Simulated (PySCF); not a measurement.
ClGe, SMILES [Cl][Ge] (connectivity only; charge and spin as stated), charge +1, multiplicity 1.

The structure is a stationary point at r2SCAN-D4/def2-TZVP. The spin state was assumed, not searched.

Two levels are set side by side: PBE/def2-TZVPD (PySCF) and B3LYP/def2-TZVPD (PySCF). Same geometry, gas phase. Differences are taken from unrounded values.

| quantity | PBE |
|---|---|
| orbital gap (eV) | 4.62 |
| highest occupied level (eV) | -14.97 |
| lowest empty level (eV) | -10.35 |
| mean polarisability (bohr³) | 33.9 |

### Question
These are the PBE values. What does B3LYP give? (Estimate from the structure and the level; the computed values follow.)

### Answer

```csv
quantity,B3LYP,PBE minus B3LYP
orbital gap (eV),6.14,-1.52
highest occupied level (eV),-15.92,0.95
lowest empty level (eV),-9.78,-0.57
mean polarisability (bohr³),33.5,0.4
```

Without exact exchange PBE keeps part of each electron's self-repulsion, which lifts occupied levels and narrows the gap. Differences between two approximate levels are no errors against the true value.

Rough cost on one machine, each run with all the roots and properties that it gave: B3LYP against PBE within a factor of 2.
